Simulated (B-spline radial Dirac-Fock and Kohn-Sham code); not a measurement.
## Compton profile of Pm⁵⁺

System: the Pm⁵⁺ ion in the configuration [Kr] 4d10 4f3 5s2 5p5.

Input of the calculation (task.json; shells as n, l, electrons):

```json
{"items": [{
  "Z": 61,
  "q": 5,
  "cfg": [[1, 0, 2], [2, 0, 2], [2, 1, 6], [3, 0, 2], [3, 1, 6], [3, 2, 10], [4, 0, 2], [4, 1, 6], [4, 2, 10], [4, 3, 3], [5, 0, 2], [5, 1, 5]],
  "A": 145,
  "rrms": 4.962,
  "do": ["scatter"],
  "s": [0.0, 0.05, 0.1, 0.15, 0.2, 0.25, 0.3, 0.35, 0.4, 0.45, 0.5, 0.6, 0.7, 0.8, 0.9, 1.0, 1.1, 1.2, 1.4, 1.6, 1.8, 2.0, 2.5, 3.0, 3.5, 4.0, 5.0, 6.0],
  "pz": [0, 0.1, 0.15, 0.21, 0.31, 0.45, 0.65, 0.94, 1.4, 2.0, 2.9, 4.2, 6.1, 8.8, 13.0, 19.0, 27.0, 39.0, 57.0, 83.0, 120.0],
  "hv_scatter": [10000, 17479.3, 20000, 50000, 100000, 200000, 500000, 1000000]
}]}
```

Command: `python xray_run.py task.json out`

The computed values come from a radial finite-basis atomic code: the impulse approximation on relativistic Hartree-Fock (Dirac-Fock) wave functions, averaged over the configuration. pz is in atomic units of momentum; subshell profiles are per electron, for a selection of subshells; open shells are spread over both j values by their weights.

```
  pz    J total   J 2s1/2   J 4d3/2   J 5p3/2
0.65      6.240    0.0459     0.115     0.325
0.94      5.605    0.0457     0.115     0.259
 1.4      4.596    0.0453     0.114     0.128
   2      3.766    0.0445     0.109    0.0339
 2.9      2.983    0.0428    0.0888    0.0181
 4.2      1.960    0.0396    0.0479    0.0101
 6.1      1.163    0.0335    0.0119   0.00172
 8.8     0.7247    0.0240   0.00319   0.00126
  13     0.3770    0.0117   0.00262  0.000287
  19     0.1678   0.00328  0.000873  7.69e-05
  27    0.07008   0.00118  0.000151  5.55e-05
  39    0.02527   0.00106  1.38e-05  1.53e-05
  57   0.008040  0.000553    < 1e-6  2.07e-06
  83   0.002224  0.000163    < 1e-6    < 1e-6
 120  0.0005303  3.61e-05    < 1e-6    < 1e-6
```

Task: What is the peak value J(0), and which subshell contributes most to it?

Result: J(0) = 6.882. The 5p3/2 subshell gives the largest part, 17 %.

Mean momentum ⟨p⟩ by subshell (a.u.): 1s1/2 58.8, 2s1/2 20.9, 2p1/2 27.9, 2p3/2 25.8, 3s1/2 10.4, 3p1/2 12.5, 3p3/2 11.9, 3d3/2 14.2, 3d5/2 14.0, 4s1/2 5.25, 4p1/2 5.84, 4p3/2 5.60, 4d3/2 6.00, 4d5/2 5.91, 4f5/2 5.49, 4f7/2 5.45, 5s1/2 2.24, 5p1/2 2.38, 5p3/2 2.28.
